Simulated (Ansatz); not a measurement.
`[SiH3]C[CH2][InH2]`, 13 atoms. The species carries charge 0 and has multiplicity 1. Correlated methods include outer-core shells of In, which these sets cover unevenly. In takes the def2 core potential. All runs use 4 threads of an Arm Neoverse V1 on a shared host. Correlated methods freeze the cores.

(1) How many basis functions does each run have, and how long does it take in Ansatz? RHF-CCSD(T)/def2-SVP energy; RKS r2SCAN-D4/def2-TZVPP energy and forces; RKS ωB97M-V/def2-QZVPP energy; RHF-MP2/def2-QZVPP energy; RKS SPW92 (LDA)/def2-TZVPP energy; RKS PBE0-D4/def2-SVP energy; RKS PBE0-D4/def2-QZVPP energy; RKS ωB97M-V/def2-SVP energy; RKS revPBE-D4/def2-TZVPP energy; direct RPA on PBE orbitals/def2-TZVPP energy; RKS PBE0-D4/def2-TZVP frequencies; RKS PBE0-D4/def2-TZVP relaxation (21 steps). (Estimate.)

Answers

(1) Ansatz gave: Other jobs shared the machine, so times are rough.

```csv
level,job,functions,wall time,peak host memory (GiB)
RKS PBE0-D4/def2-SVP,energy,117,1.5 s,0.29
RKS SPW92 (LDA)/def2-TZVPP,energy,280,2.3 s,0.4
RKS revPBE-D4/def2-TZVPP,energy,280,3.5 s,0.41
RKS ωB97M-V/def2-SVP,energy,117,6 s,0.41
RKS r2SCAN-D4/def2-TZVPP,energy and forces,280,7.5 s,0.44
RHF-CCSD(T)/def2-SVP,energy,117,9 s,0.67
direct RPA on PBE orbitals/def2-TZVPP,energy,280,11 s,0.81
RKS PBE0-D4/def2-QZVPP,energy,536,17 s,2.2
RKS ωB97M-V/def2-QZVPP,energy,536,37 s,2.8
RHF-MP2/def2-QZVPP,energy,536,50 s,4.1
RKS PBE0-D4/def2-TZVP,relaxation (21 steps),203,94 s,0.6
RKS PBE0-D4/def2-TZVP,frequencies,203,4.1 min,0.6
```
